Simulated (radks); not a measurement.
Species: a nucleus of charge 77.1 with 75 electrons. Configuration: [Xe] 4f14 5d7. Method: Dirac Kohn-Sham, PBE, spin-unpolarised, spherical densities, point nucleus; open shells are shared between the two j in proportion to 2j + 1; computed with a radial shooting solver on a logarithmic mesh with Libxc functionals.

Normalised radial functions P(r) = r R(r) (large component), r in bohr:

r	4f5/2
0.002738	0.0000
0.004218	0.0000
0.006445	0.0000
0.009927	0.0001
0.01529	0.0006
0.02355	0.0027
0.03628	0.0115
0.05588	0.0447
0.08608	0.1511
0.1326	0.4180
0.2042	0.8846
0.3146	1.3299
0.4846	1.3339
0.7405	0.8754
1.141	0.3555
1.757	0.0803
2.706	0.0082
4.168	0.0003

4f5/2: eigenvalue -83.858 eV, 0 radial nodes, <r> = 0.529 bohr, 90 % of the charge inside 0.859 bohr.
